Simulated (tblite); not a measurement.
Record of a relaxation.

C6H12FGeN.
Numbering: `[CH3:1][N:2]([CH3:3])[C@@H:4]1[CH2:5][CH:6]=[C:7]([F:8])[GeH2:9]1` (hydrogens: H10, H11, H12 on C1; H13, H14, H15 on C3; H16 on C4; H17, H18 on C5; H19 on C6; H20, H21 on Ge9)

Computed with GFN2-xTB (tblite), gas phase: L-BFGS steps from a force-field or distance-geometry start until the largest atomic force falls under 0.01 eV/Å. 9 of its 44 geometries are shown.

Step 0: E = -775.2238 eV, largest atomic force 1.975 eV/Å
```
atom  x, y, z in Å  |  force x, y, z in eV/Å
C1     -2.141   -0.874   -0.003   -0.528   0.030   0.267
N2     -1.178    0.175    0.366   -0.093  -0.310  -0.522
C3     -1.764    1.486    0.094   -0.367   0.156   0.003
C4      0.097    0.002   -0.383   -0.798  -0.516   0.978
C5      0.765   -1.380   -0.086   -0.148  -0.151  -0.654
C6      2.263   -1.252   -0.147    0.396   0.193   0.320
C7      2.779   -0.034    0.001    0.836  -0.791  -0.069
F8      4.118    0.213    0.077   -0.294  -0.301  -0.112
Ge9     1.461    1.298    0.139   -0.637   1.811   0.462
H10    -1.807   -1.875    0.324    0.072   0.583  -0.259
H11    -2.329   -0.882   -1.103    0.053  -0.087   0.486
H12    -3.123   -0.708    0.517    0.885   0.077  -0.449
H13    -1.154    2.306    0.520    0.037  -0.509  -0.299
H14    -2.760    1.584    0.583    0.622  -0.325  -0.310
H15    -1.904    1.658   -1.001    0.098   0.004   0.506
H16    -0.074    0.097   -1.459   -0.159  -0.188  -0.290
H17     0.498   -1.733    0.927   -0.024   0.183  -0.470
H18     0.429   -2.135   -0.840    0.165   0.389   0.638
H19     2.906   -2.124   -0.193   -0.278  -0.065  -0.090
H20     1.626    2.416   -0.921   -0.004  -0.208   0.586
H21     1.283    1.780    1.608    0.165   0.026  -0.722
```

Step 5: E = -775.4690 eV, largest atomic force 0.266 eV/Å
```
atom  x, y, z in Å  |  force x, y, z in eV/Å
C1     -2.150   -0.869   -0.006   -0.073  -0.075   0.026
N2     -1.197    0.159    0.352    0.205  -0.031  -0.001
C3     -1.763    1.464    0.089   -0.057   0.113  -0.024
C4      0.067   -0.005   -0.356    0.077  -0.065  -0.001
C5      0.770   -1.360   -0.099   -0.089  -0.101   0.010
C6      2.269   -1.244   -0.125   -0.070   0.005  -0.047
C7      2.784   -0.028    0.006    0.186  -0.130   0.014
F8      4.124    0.178    0.063   -0.118  -0.012  -0.038
Ge9     1.425    1.348    0.153    0.097  -0.085  -0.042
H10    -1.785   -1.840    0.308    0.064  -0.114   0.033
H11    -2.337   -0.897   -1.086   -0.065  -0.017  -0.167
H12    -3.092   -0.683    0.505   -0.030   0.022   0.033
H13    -1.129    2.254    0.497    0.151  -0.078   0.040
H14    -2.735    1.545    0.572   -0.025  -0.067   0.052
H15    -1.898    1.665   -0.982    0.001  -0.052  -0.109
H16    -0.091    0.071   -1.447   -0.098  -0.003  -0.105
H17     0.491   -1.720    0.889   -0.075   0.005   0.200
H18     0.437   -2.122   -0.810    0.044   0.061  -0.059
H19     2.872   -2.145   -0.204   -0.174   0.151   0.008
H20     1.626    2.428   -0.861    0.008   0.219   0.104
H21     1.302    1.817    1.561    0.040   0.252   0.074
```

Step 11: E = -775.5087 eV, largest atomic force 0.087 eV/Å
```
atom  x, y, z in Å  |  force x, y, z in eV/Å
C1     -2.150   -0.881   -0.013    0.000  -0.012   0.007
N2     -1.193    0.148    0.340    0.058  -0.015   0.041
C3     -1.756    1.455    0.083    0.004  -0.020   0.008
C4      0.067   -0.011   -0.365    0.041   0.059  -0.004
C5      0.754   -1.363   -0.087    0.027   0.046  -0.038
C6      2.249   -1.240   -0.121    0.039  -0.028   0.036
C7      2.789   -0.037    0.011   -0.023   0.040  -0.007
F8      4.127    0.159    0.047   -0.061  -0.041  -0.023
Ge9     1.438    1.354    0.157   -0.067  -0.034  -0.034
H10    -1.775   -1.850    0.304   -0.042  -0.052  -0.019
H11    -2.352   -0.909   -1.095   -0.006  -0.026  -0.034
H12    -3.083   -0.678    0.508   -0.033  -0.069   0.023
H13    -1.091    2.218    0.494   -0.030   0.011  -0.019
H14    -2.722    1.522    0.579    0.016   0.074   0.016
H15    -1.895    1.653   -0.992   -0.001  -0.001   0.002
H16    -0.112    0.059   -1.459    0.083   0.021   0.014
H17     0.469   -1.712    0.911   -0.030   0.017  -0.060
H18     0.442   -2.115   -0.816   -0.051  -0.027   0.065
H19     2.832   -2.145   -0.210    0.022  -0.041  -0.001
H20     1.630    2.492   -0.807    0.023   0.050   0.020
H21     1.323    1.897    1.551    0.030   0.048   0.009
```

Step 16: E = -775.5149 eV, largest atomic force 0.044 eV/Å
```
atom  x, y, z in Å  |  force x, y, z in eV/Å
C1     -2.149   -0.888   -0.015   -0.001  -0.011  -0.009
N2     -1.190    0.142    0.340   -0.039  -0.002  -0.021
C3     -1.753    1.451    0.084   -0.004  -0.006   0.003
C4      0.070   -0.008   -0.367   -0.022   0.004   0.012
C5      0.754   -1.360   -0.089   -0.025  -0.001   0.013
C6      2.248   -1.245   -0.117   -0.017   0.011  -0.019
C7      2.783   -0.039    0.009   -0.008   0.011  -0.008
F8      4.120    0.151    0.039    0.017   0.011  -0.007
Ge9     1.436    1.360    0.156    0.025   0.000   0.013
H10    -1.784   -1.864    0.297    0.021   0.001  -0.021
H11    -2.354   -0.915   -1.097    0.001  -0.003   0.016
H12    -3.083   -0.695    0.511    0.006  -0.005  -0.006
H13    -1.088    2.217    0.490    0.018  -0.004  -0.022
H14    -2.716    1.535    0.584   -0.005  -0.007   0.008
H15    -1.895    1.647   -0.991   -0.009  -0.003   0.010
H16    -0.096    0.065   -1.462    0.023   0.024   0.015
H17     0.458   -1.704    0.906   -0.005   0.015   0.025
H18     0.432   -2.119   -0.806   -0.015  -0.006  -0.011
H19     2.830   -2.151   -0.209    0.007   0.006   0.017
H20     1.636    2.514   -0.791    0.012  -0.020   0.002
H21     1.334    1.921    1.548    0.020  -0.016  -0.012
```

Step 22: E = -775.5167 eV, largest atomic force 0.050 eV/Å
```
atom  x, y, z in Å  |  force x, y, z in eV/Å
C1     -2.150   -0.894   -0.019   -0.003  -0.003  -0.009
N2     -1.196    0.141    0.336    0.008  -0.003   0.000
C3     -1.757    1.449    0.083   -0.010   0.016  -0.010
C4      0.069   -0.003   -0.362    0.017  -0.039  -0.002
C5      0.747   -1.358   -0.085    0.035  -0.005   0.009
C6      2.243   -1.244   -0.119    0.002  -0.005   0.016
C7      2.781   -0.038    0.003   -0.003  -0.026   0.000
F8      4.120    0.151    0.032   -0.012  -0.006  -0.011
Ge9     1.439    1.361    0.160    0.008   0.025   0.012
H10    -1.777   -1.868    0.286    0.010   0.001   0.000
H11    -2.358   -0.919   -1.100   -0.004   0.010  -0.019
H12    -3.083   -0.706    0.510    0.004  -0.009  -0.001
H13    -1.082    2.211    0.479    0.002   0.010   0.009
H14    -2.715    1.538    0.591   -0.012  -0.001   0.015
H15    -1.904    1.645   -0.990   -0.028  -0.004  -0.024
H16    -0.083    0.079   -1.458   -0.023   0.000  -0.010
H17     0.454   -1.695    0.913    0.013   0.006  -0.019
H18     0.421   -2.119   -0.801    0.004   0.036   0.035
H19     2.829   -2.148   -0.202   -0.026   0.006  -0.005
H20     1.644    2.512   -0.788    0.000  -0.005  -0.013
H21     1.350    1.923    1.549    0.017  -0.003   0.027
```

Step 27: E = -775.5179 eV, largest atomic force 0.033 eV/Å
```
atom  x, y, z in Å  |  force x, y, z in eV/Å
C1     -2.149   -0.897   -0.026    0.006   0.007   0.002
N2     -1.199    0.141    0.332    0.005   0.010   0.011
C3     -1.762    1.449    0.080   -0.007  -0.005   0.005
C4      0.069   -0.001   -0.359   -0.004   0.029   0.004
C5      0.747   -1.354   -0.079   -0.017   0.008  -0.001
C6      2.241   -1.244   -0.116    0.002  -0.001  -0.005
C7      2.780   -0.039   -0.001    0.016   0.003   0.014
F8      4.118    0.149    0.023    0.015  -0.001  -0.007
Ge9     1.442    1.364    0.166   -0.008  -0.015  -0.007
H10    -1.768   -1.870    0.277   -0.001  -0.003  -0.016
H11    -2.363   -0.919   -1.106    0.009   0.006  -0.004
H12    -3.081   -0.718    0.508   -0.002   0.001  -0.002
H13    -1.080    2.208    0.471   -0.025   0.009  -0.020
H14    -2.715    1.539    0.599    0.001  -0.001   0.000
H15    -1.921    1.642   -0.993   -0.008   0.000   0.015
H16    -0.080    0.087   -1.456    0.010  -0.023   0.004
H17     0.455   -1.689    0.920   -0.003   0.003   0.018
H18     0.414   -2.112   -0.791    0.008  -0.022  -0.009
H19     2.823   -2.151   -0.199    0.000  -0.012  -0.008
H20     1.650    2.508   -0.790   -0.006   0.005   0.008
H21     1.369    1.923    1.559    0.010   0.001  -0.003
```

Step 32: E = -775.5188 eV, largest atomic force 0.028 eV/Å
```
atom  x, y, z in Å  |  force x, y, z in eV/Å
C1     -2.147   -0.897   -0.031    0.001   0.006  -0.004
N2     -1.201    0.143    0.332   -0.002  -0.004  -0.006
C3     -1.770    1.449    0.080    0.001   0.001  -0.001
C4      0.069    0.004   -0.356    0.006  -0.027   0.001
C5      0.745   -1.350   -0.073    0.015  -0.013   0.012
C6      2.240   -1.245   -0.114    0.001  -0.001   0.007
C7      2.783   -0.041    0.002   -0.010   0.001  -0.025
F8      4.122    0.146    0.012   -0.006  -0.010   0.007
Ge9     1.446    1.363    0.169    0.016  -0.001   0.001
H10    -1.762   -1.872    0.262   -0.001   0.013  -0.001
H11    -2.361   -0.914   -1.112    0.006   0.016   0.006
H12    -3.079   -0.726    0.506    0.004   0.002  -0.008
H13    -1.088    2.214    0.459    0.000   0.009   0.007
H14    -2.717    1.538    0.607   -0.007  -0.006   0.004
H15    -1.940    1.639   -0.991   -0.012  -0.013  -0.007
H16    -0.075    0.085   -1.453    0.000   0.013   0.004
H17     0.455   -1.681    0.929   -0.002  -0.001   0.001
H18     0.413   -2.112   -0.782   -0.003   0.006   0.014
H19     2.816   -2.155   -0.202    0.006   0.008  -0.009
H20     1.652    2.508   -0.788   -0.003   0.002   0.013
H21     1.388    1.923    1.565   -0.009  -0.001  -0.018
```

Step 38: E = -775.5194 eV, largest atomic force 0.016 eV/Å
```
atom  x, y, z in Å  |  force x, y, z in eV/Å
C1     -2.145   -0.895   -0.035    0.001   0.005  -0.001
N2     -1.201    0.145    0.332    0.006  -0.001   0.015
C3     -1.774    1.449    0.080   -0.001  -0.004   0.000
C4      0.071    0.004   -0.352    0.000  -0.003   0.002
C5      0.746   -1.351   -0.066   -0.002  -0.001  -0.002
C6      2.240   -1.247   -0.113   -0.004  -0.002  -0.010
C7      2.784   -0.043   -0.004    0.004  -0.010   0.007
F8      4.124    0.141    0.008    0.003   0.001  -0.008
Ge9     1.450    1.362    0.170   -0.005   0.006  -0.001
H10    -1.758   -1.870    0.253   -0.004   0.003  -0.004
H11    -2.358   -0.905   -1.116   -0.002   0.000  -0.005
H12    -3.078   -0.729    0.502    0.001   0.005  -0.004
H13    -1.094    2.219    0.452    0.000  -0.008  -0.006
H14    -2.720    1.535    0.613    0.002  -0.003   0.003
H15    -1.955    1.632   -0.991    0.004   0.000  -0.001
H16    -0.071    0.086   -1.450    0.001  -0.001  -0.002
H17     0.455   -1.677    0.936    0.009   0.002   0.000
H18     0.411   -2.114   -0.773   -0.007  -0.002   0.007
H19     2.816   -2.156   -0.206    0.002   0.005   0.006
H20     1.652    2.509   -0.783    0.001   0.007  -0.006
H21     1.395    1.922    1.563   -0.009   0.000   0.009
```

Step 43: E = -775.5195 eV, largest atomic force 0.009 eV/Å
```
atom  x, y, z in Å  |  force x, y, z in eV/Å
C1     -2.144   -0.894   -0.037   -0.001  -0.003  -0.001
N2     -1.200    0.145    0.334    0.000   0.000  -0.007
C3     -1.775    1.447    0.080    0.004   0.001   0.001
C4      0.072    0.004   -0.351    0.002   0.005  -0.001
C5      0.746   -1.351   -0.065    0.000   0.002   0.002
C6      2.240   -1.247   -0.115    0.002   0.003   0.005
C7      2.785   -0.044   -0.004   -0.001   0.008  -0.003
F8      4.124    0.139    0.004   -0.001   0.002  -0.003
Ge9     1.450    1.363    0.170   -0.001  -0.003   0.001
H10    -1.758   -1.869    0.250   -0.005  -0.007  -0.002
H11    -2.357   -0.901   -1.118    0.002   0.001  -0.001
H12    -3.078   -0.727    0.499   -0.003   0.001  -0.001
H13    -1.095    2.219    0.449    0.004   0.002   0.001
H14    -2.720    1.533    0.615    0.004   0.003  -0.001
H15    -1.958    1.629   -0.991    0.001  -0.003   0.004
H16    -0.070    0.086   -1.449   -0.002  -0.004   0.001
H17     0.459   -1.676    0.939    0.004   0.004   0.007
H18     0.407   -2.115   -0.768   -0.001  -0.001  -0.001
H19     2.818   -2.156   -0.205   -0.004  -0.002  -0.004
H20     1.652    2.512   -0.783    0.000  -0.007   0.005
H21     1.393    1.922    1.565   -0.004  -0.003  -0.002
```

**Question.** Summarise the path.

**Answer.** The energy falls by 28.53 kJ/mol from step 0 to step 43; nine tenths of that is first reached at step 8. It falls at every step. The largest force goes from 1.975 to 0.009 eV/Å. Among the bonds C7–Ge9 changes most, from 1.879 to 1.947 Å; the atoms move by 0.084 Å rms after alignment.

**Question.** Follow the three bonds and two angles with the largest change from start to end.

**Answer.** 
| step | E above end (kJ/mol) | largest force (eV/Å) | C7–Ge9 (Å) | Ge9–H21 (Å) | C4–Ge9 (Å) | H20–Ge9–H21 (°) | C4–Ge9–H21 (°) |
| --- | --- | --- | --- | --- | --- | --- | --- |
| 0 | 28.53 | 1.975 | 1.879 | 1.557 | 1.952 | 115.7 | 112.2 |
| 2 | 10.59 | 0.431 | 1.942 | 1.506 | 1.994 | 118.0 | 111.9 |
| 4 | 6.74 | 0.376 | 1.946 | 1.488 | 1.994 | 117.0 | 112.7 |
| 6 | 3.82 | 0.267 | 1.937 | 1.494 | 1.976 | 113.6 | 114.3 |
| 7 | 2.86 | 0.282 | 1.937 | 1.498 | 1.976 | 112.1 | 114.9 |
| 9 | 1.57 | 0.133 | 1.942 | 1.501 | 1.993 | 110.1 | 115.5 |
| 11 | 1.04 | 0.087 | 1.945 | 1.501 | 2.004 | 109.4 | 115.8 |
| 13 | 0.65 | 0.077 | 1.946 | 1.503 | 2.005 | 108.5 | 116.4 |
| 15 | 0.48 | 0.044 | 1.948 | 1.505 | 2.002 | 107.8 | 116.8 |
| 17 | 0.41 | 0.041 | 1.947 | 1.504 | 2.003 | 107.7 | 116.8 |
| 19 | 0.35 | 0.042 | 1.946 | 1.502 | 2.004 | 107.6 | 116.9 |
| 21 | 0.30 | 0.040 | 1.945 | 1.502 | 2.003 | 107.6 | 117.0 |
| 22 | 0.27 | 0.050 | 1.945 | 1.502 | 2.002 | 107.7 | 117.1 |
| 24 | 0.20 | 0.038 | 1.946 | 1.503 | 2.002 | 107.9 | 117.4 |
| 26 | 0.17 | 0.032 | 1.945 | 1.503 | 2.004 | 108.1 | 117.5 |
| 28 | 0.13 | 0.036 | 1.945 | 1.504 | 2.006 | 108.2 | 117.6 |
| 30 | 0.10 | 0.040 | 1.946 | 1.504 | 2.005 | 108.3 | 117.8 |
| 32 | 0.07 | 0.028 | 1.947 | 1.504 | 2.004 | 108.2 | 117.9 |
| 34 | 0.04 | 0.023 | 1.946 | 1.504 | 2.005 | 108.1 | 118.0 |
| 36 | 0.03 | 0.026 | 1.945 | 1.503 | 2.005 | 108.0 | 118.0 |
| 37 | 0.02 | 0.014 | 1.945 | 1.503 | 2.005 | 107.9 | 118.0 |
| 39 | 0.01 | 0.013 | 1.946 | 1.503 | 2.004 | 107.9 | 118.0 |
| 41 | 0.00 | 0.012 | 1.947 | 1.503 | 2.004 | 107.9 | 117.9 |
| 43 | 0.00 | 0.009 | 1.947 | 1.504 | 2.005 | 107.9 | 117.8 |

What follows is the cost of the whole relaxation. On one thread, Arm Neoverse V2 (aarch64), no GPU, shared host with 32 logical CPUs at a one-minute load of 14, this took 0.3 s of wall time.
